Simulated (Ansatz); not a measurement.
GeH2O (germanone): methods side by side

GeH2O: 4 atoms, total charge 0, spin state singlet. As SMILES, `[O]=[GeH2]`. Geometry: a GFN2-xTB relaxation, a rough one for these elements and not checked as a minimum.

```xyz
4

O    -0.0573   -0.9394    1.3060
Ge   -0.0012   -0.0206    0.0286
H    -1.1122    0.0703   -1.0116
H     1.1707    0.8897   -0.3230
```

Each level gives the energy change with the Ge2–H3 bond stretched from 1.525 to 1.906 Å (eV). The values are calculated.

| level | kind | program | value (eV) | less FCI/STO-3G | CPU time (all runs) |
| --- | --- | --- | --- | --- | --- |
| HF/STO-3G (restricted) | Hartree–Fock | Ansatz | 1.51 | +0.48 | 0.32 s |
| PBE/STO-3G (restricted) | GGA | Ansatz | 0.99 | -0.04 | 2.5 s |
| BHLYP/STO-3G (restricted) | global hybrid | Ansatz | 1.33 | +0.30 | 2.3 s |
| HSE06/STO-3G (restricted) | range-separated hybrid | Ansatz | 1.17 | +0.14 | 2.8 s |
| wB97X/STO-3G (restricted) | range-separated hybrid | Ansatz | 1.27 | +0.24 | 9.4 s |
| B2PLYP/STO-3G (restricted) | double hybrid | Ansatz | 1.18 | +0.15 | 3.4 s |
| RPA@PBE/STO-3G (restricted) | RPA | Ansatz | 0.96 | -0.07 | 5.8 s |
| MP2/STO-3G (restricted) | perturbation theory | Ansatz | 1.22 | +0.19 | 0.39 s |
| FCI/STO-3G | exact in the basis | Ansatz | 1.03 | 0.00 | 16 s |

FCI/STO-3G is exact within its basis and frozen core, so for wave-function methods in that basis the difference is their error; functionals converge differently with the basis, so for them it is only a difference. All-electron rows without a relativistic Hamiltonian named are non-relativistic. The first shape isn't each level's own minimum. The values span 0.96 to 1.51 eV. All rows use very small basis sets, so even the best lies far from the true value. In the correlated wave-function rows the outer d shell of Ge is correlated, in sets not made for it. Times are those of the runs behind each value, whatever else they computed, on shared processors of several kinds: orders of magnitude only.
